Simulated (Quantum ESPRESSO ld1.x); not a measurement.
ld1.x (Quantum ESPRESSO 7.5) input

```
 &input
    zed=61.0,
    iswitch=1,
    rel=2,
    dft='PZ',
    config='[Xe] 4f3',
    rel_dist='energy',
    verbosity='high',
    lsmall=.true.,
    prefix='ld1',
    max_out_wfc=37,
    file_charge='ld1.rho',
 /
```

Command: `OMP_NUM_THREADS=1 ld1.x < ld1.in > ld1.out`

Standard output:

```
     Program LD1 v.7.5 starts

     --------------------------- All-electron run ----------------------------

     dirac relativistic calculation

     atomic number is 61.00
     dft =PZ   lsd =0 sic =0 latt =0  beta=0.20 tr2=1.0E-14
     Exchange-correlation= PZ
                           (   1   1   0   0   0   0   0)
     mesh =2091 r(mesh) = 100.39638 a.u. xmin = -8.00 dx = 0.00800
     1 Ry =  13.60569312 eV, c = 137.03599908

     n l j   nl                  e(Ry)          e(Ha)          e(eV)
     Spin orbit split results
     1 0 0.5 1S 1( 2.00)   -3306.536990403   -1653.268495201 -44987.7275912
     2 0 0.5 2S 1( 2.00)    -540.658185336    -270.329092668  -7356.0293541
     2 1 0.5 2P 1( 2.00)    -512.367047601    -256.183523800  -6971.1088160
     2 1 1.5 2P 1( 4.00)    -471.248213415    -235.624106707  -6411.6585765
     3 0 0.5 3S 1( 2.00)    -120.989000880     -60.494500440  -1646.1392172
     3 1 0.5 3P 1( 2.00)    -108.840067794     -54.420033897  -1480.8445619
     3 1 1.5 3P 1( 4.00)    -100.578860369     -50.289430185  -1368.4451088
     4 0 0.5 4S 1( 2.00)     -27.094724655     -13.547362328   -368.6425089
     4 1 0.5 4P 1( 2.00)     -22.463085222     -11.231542611   -305.6258441
     4 1 1.5 4P 1( 4.00)     -20.625742244     -10.312871122   -280.6275194
     3 2 1.5 3D 1( 4.00)     -79.390472535     -39.695236268  -1080.1624062
     3 2 2.5 3D 1( 6.00)     -77.599396955     -38.799698478  -1055.7935815
     5 0 0.5 5S 1( 2.00)      -6.261481363      -3.130740681    -85.1917939
     5 1 0.5 5P 1( 2.00)      -4.907631889      -2.453815944    -66.7717334
     5 1 1.5 5P 1( 4.00)      -4.605299293      -2.302649646    -62.6582889
     4 2 1.5 4D 1( 4.00)     -12.980452351      -6.490226176   -176.6080513
     4 2 2.5 4D 1( 6.00)     -12.649867856      -6.324933928   -172.1102201
     4 3 2.5 4F 1( 3.00)      -3.779324005      -1.889662002    -51.4203226
     4 3 3.5 4F 1( 0.00)      -3.736223842      -1.868111921    -50.8339150
     Averaged results
     1 0     1S 1( 2.00)   -3306.536990403   -1653.268495201 -44987.7275912
     2 0     2S 1( 2.00)    -540.658185336    -270.329092668  -7356.0293541
     2 1     2P 1( 6.00)    -484.954491477    -242.477245738  -6598.1419897
     3 0     3S 1( 2.00)    -120.989000880     -60.494500440  -1646.1392172
     3 1     3P 1( 6.00)    -103.332596177     -51.666298089  -1405.9115932
     4 0     4S 1( 2.00)     -27.094724655     -13.547362328   -368.6425089
     4 1     4P 1( 6.00)     -21.238189903     -10.619094952   -288.9602943
     3 2     3D 1(10.00)     -78.315827187     -39.157913594  -1065.5411114
     5 0     5S 1( 2.00)      -6.261481363      -3.130740681    -85.1917939
     5 1     5P 1( 6.00)      -4.706076825      -2.353038412    -64.0294371
     4 2     4D 1(10.00)     -12.782101654      -6.391050827   -173.9093526
     4 3     4F 1( 3.00)      -3.754695340      -1.877347670    -51.0852326

     final scf error:  9.0E-15 reached in  34 iterations

     Etot =  -20034.180336 Ry,  -10017.090168 Ha, -272578.909626 eV

     Ekin =   21662.218982 Ry,   10831.109491 Ha,  294729.503838 eV
     Encl =  -48822.675667 Ry,  -24411.337834 Ha, -664266.342572 eV
     Eh   =    7567.726516 Ry,    3783.863258 Ha,  102964.164613 eV
     Exc  =    -441.450167 Ry,    -220.725084 Ha,   -6006.235505 eV

     normalization and overlap integrals

     s(1S/1S) =  1.000000  <r> =   0.0232  <r2> =    0.0007  r(max) =   0.0148
     LC norm =  0.94875813 + SC norm =  0.05124187 =  1.00000000
     s(1S/2S) = -0.000000
     s(1S/3S) = -0.000000
     s(1S/4S) =  0.000000
     s(1S/5S) =  0.000000
     s(2S/2S) =  1.000000  <r> =   0.0985  <r2> =    0.0115  r(max) =   0.0838
     LC norm =  0.98877779 + SC norm =  0.01122221 =  1.00000000
     s(2S/3S) =  0.000000
     s(2S/4S) =  0.000000
     s(2S/5S) =  0.000000
     s(2P/2P) =  1.000000  <r> =   0.0825  <r2> =    0.0084  r(max) =   0.0639
     LC norm =  0.98872459 + SC norm =  0.01127541 =  1.00000000
     s(2P/3P) =  0.000000
     s(2P/4P) =  0.000000
     s(2P/5P) =  0.000000
     s(2P/2P) =  1.000000  <r> =   0.0890  <r2> =    0.0096  r(max) =   0.0692
     LC norm =  0.98947261 + SC norm =  0.01052739 =  1.00000000
     s(2P/3P) =  0.000000
     s(2P/4P) =  0.000000
     s(2P/5P) =  0.000000
     s(3S/3S) =  1.000000  <r> =   0.2605  <r2> =    0.0777  r(max) =   0.2391
     LC norm =  0.99650562 + SC norm =  0.00349438 =  1.00000000
     s(3S/4S) =  0.000000
     s(3S/5S) =  0.000000
     s(3P/3P) =  1.000000  <r> =   0.2501  <r2> =    0.0727  r(max) =   0.2261
     LC norm =  0.99656024 + SC norm =  0.00343976 =  1.00000000
     s(3P/4P) =  0.000000
     s(3P/5P) =  0.000000
     s(3P/3P) =  1.000000  <r> =   0.2627  <r2> =    0.0800  r(max) =   0.2372
     LC norm =  0.99676905 + SC norm =  0.00323095 =  1.00000000
     s(3P/4P) =  0.000000
     s(3P/5P) =  0.000000
     s(4S/4S) =  1.000000  <r> =   0.5910  <r2> =    0.3944  r(max) =   0.5494
     LC norm =  0.99889062 + SC norm =  0.00110938 =  1.00000000
     s(4S/5S) =  0.000000
     s(4P/4P) =  1.000000  <r> =   0.6053  <r2> =    0.4169  r(max) =   0.5583
     LC norm =  0.99896025 + SC norm =  0.00103975 =  1.00000000
     s(4P/5P) =  0.000000
     s(4P/4P) =  1.000000  <r> =   0.6335  <r2> =    0.4563  r(max) =   0.5811
     LC norm =  0.99903232 + SC norm =  0.00096768 =  1.00000000
     s(4P/5P) =  0.000000
     s(3D/3D) =  1.000000  <r> =   0.2341  <r2> =    0.0646  r(max) =   0.1896
     LC norm =  0.99688675 + SC norm =  0.00311325 =  1.00000000
     s(3D/4D) =  0.000000
     s(3D/3D) =  1.000000  <r> =   0.2380  <r2> =    0.0666  r(max) =   0.1927
     LC norm =  0.99694698 + SC norm =  0.00305302 =  1.00000000
     s(3D/4D) = -0.000000
     s(5S/5S) =  1.000000  <r> =   1.3689  <r2> =    2.0982  r(max) =   1.2525
     LC norm =  0.99973533 + SC norm =  0.00026467 =  1.00000000
     s(5P/5P) =  1.000000  <r> =   1.5010  <r2> =    2.5336  r(max) =   1.3568
     LC norm =  0.99977912 + SC norm =  0.00022088 =  1.00000000
     s(5P/5P) =  1.000000  <r> =   1.5715  <r2> =    2.7750  r(max) =   1.4122
     LC norm =  0.99979665 + SC norm =  0.00020335 =  1.00000000
     s(4D/4D) =  1.000000  <r> =   0.6747  <r2> =    0.5276  r(max) =   0.5952
     LC norm =  0.99918398 + SC norm =  0.00081602 =  1.00000000
     s(4D/4D) =  1.000000  <r> =   0.6845  <r2> =    0.5429  r(max) =   0.6048
     LC norm =  0.99920300 + SC norm =  0.00079700 =  1.00000000
     s(4F/4F) =  1.000000  <r> =   0.8682  <r2> =    0.9421  r(max) =   0.6145
     LC norm =  0.99951733 + SC norm =  0.00048267 =  1.00000000
     s(4F/4F) =  1.000000  <r> =   0.8755  <r2> =    0.9584  r(max) =   0.6145
     LC norm =  0.99952370 + SC norm =  0.00047630 =  1.00000000

     LC charge = 56.73340074 + SC charge =  0.26659926 = 57.00000000

     ------------------------ End of All-electron run ------------------------
```

Run on one thread of a shared host, so times are rough (Intel(R) Xeon(R) Processor @ 2.60GHz): 0.7 s of CPU time, 0.73 s wall, 34 iterations on 2091 mesh points.
